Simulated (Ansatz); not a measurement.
Zn2S2⁺, that is (ZnS)2 ring with one electron fewer. The state is a doublet with charge 1. Geometry PBE0-D4/def2-SVP, that of the neutral singlet; atoms count from 1.

```xyz
4

Zn   -0.929   -0.738    0.238
S    -0.721    0.359   -1.706
Zn    0.930    0.738   -0.238
S     0.721   -0.359    1.706
```

(1) Estimate the Mulliken populations from the PBE0/def2-TZVP orbitals of Ansatz.

(2) Where does the spin sit?

(3) And the Mayer bond orders between bonded heavy atoms (over 0.3)?

Results:

(1) 
```
atom  charge (e)  spin (α − β)  d electrons
 Zn1        0.59         -0.08        10.04
  S2       -0.09          0.58            –
 Zn3        0.59         -0.08        10.04
  S4       -0.09          0.58            –
```
Mulliken values and Mayer orders depend strongly on the basis.

(2) Summed by element: Zn -0.16, S 1.16, of 1 unpaired in all. Largest on single atoms: S2 0.58, S4 0.58, Zn1 -0.08.

(3) Zn1–S2 0.97 (2.24 Å); Zn1–S4 0.97 (2.24 Å); S2–Zn3 0.97 (2.24 Å); Zn3–S4 0.97 (2.24 Å). Values over 0.3 also appear between atoms too far apart for a bond (S2–S4 0.40 at 3.77 Å); they arise where an orbital or an unpaired electron spreads over both atoms.
